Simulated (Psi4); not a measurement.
I4Ta, charge +1, singlet, geometry from GFN2-xTB (such geometries of metal compounds can be far from the true shape) (the multiplicity is a formal guess) (core potentials on I, Ta). Base run: PBE0/def2-SVP in Psi4.

Here is a job for Psi4.
```
memory 2 GB

molecule mol {
1 1
Ta   -0.000000    0.000000    0.000000
I     2.110035   -0.609754   -1.508469
I     0.788694    0.387424    2.515430
I    -1.140795    2.222968   -0.925489
I    -1.757935   -2.000638   -0.081473
}

set {
  basis def2-svp
  reference rks
}

energy('pbe0')
print_variables()
```

Variants of this job, named by their change:

| change | ΔE vs base (µEh) | SCF cycles | grid points | basis functions | outcome |
|---|---|---|---|---|---|
| base | 0.0 | 11 | 105874 | 136 | converged |
| scf_initial_accelerator = ediis | 0.0 | 11 | 105874 | 136 | converged |
| basis_guess = sto-3g | - | - | - | - | input refused |
| puream = true | 0.0 | 11 | 105874 | 136 | converged |
| df_basis_scf = def2-universal-jkfit | 0.0 | 11 | 105874 | 136 | converged |
| e_convergence = 1e-10 | 0.0 | 14 | 105874 | 136 | converged |
| guess = sap | 0.0 | 14 | 105874 | 136 | converged |
| scf_type = direct | 4.3 | 13 | 105874 | 136 | converged |
| guess = sadno | 0.0 | 12 | 105874 | 136 | converged |
| level_shift = 1.0 | 0.0 | 20 | 105874 | 136 | converged |
| scf_type = out_of_core | 4.3 | 11 | 105874 | 136 | converged |
| scf_type = dfdirj+link | -21.3 | 11 | 105874 | 136 | converged |
| dft_spherical_points = 974 | -1.4 | 11 | 336121 | 136 | converged |

- basis_guess = sto-3g: ended with `psi4.driver.qcdb.exceptions.BasisSetNotFound: BasisSet::construct: Unable to find a basis set for atom 1 for key BASIS among:`
